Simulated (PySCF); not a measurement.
A calculated (UHF, PySCF 2.14, aug-cc-pV(D+d)Z, no relativity, point nucleus) atom or ion has these occupied shells.

```
shell  electrons  orbital energy (eV)  rms radius, mean of both spins (bohr)
 1s α          1              -2176.4                                  0.120
 1s β          1              -2175.9                                  0.120
 2s α          1              -204.74                                  0.562
 2s β          1              -204.15                                  0.562
 2p α          3              -147.55                                  0.540
 2p β          3              -146.50                                  0.540
 3s α          1              -22.788                                   2.09
 3s β          1              -15.193                                   2.09
 3p α          3              -10.675                                   2.53
```

Name the element and its charge.

P (phosphorus, neutral), in [Ne] 3s2 3p3, high-spin 4S determinant.
